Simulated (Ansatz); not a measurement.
Species: H3AlO3, SMILES `[OH][Al]([OH])[OH]` (charge 0, multiplicity 1).

**Question.** Give a relaxed geometry from Ansatz (an electronic-structure program) with PBE0-D3(BJ)/def2-TZVP.

**Answer.** Several could match; the one computed here: the end point of this relaxation, one of several conformers (outside a Z-matrix the atoms follow the SMILES, hydrogens last).
Z-matrix (Å, degrees):
```
Al
O 1 1.6888
H 2 0.9554 1 122.58
O 1 1.6888 2 120.00 3 179.97
H 4 0.9554 1 122.53 2 0.03
O 1 1.6889 2 120.02 3 0.03
H 6 0.9554 1 122.48 2 179.97
```
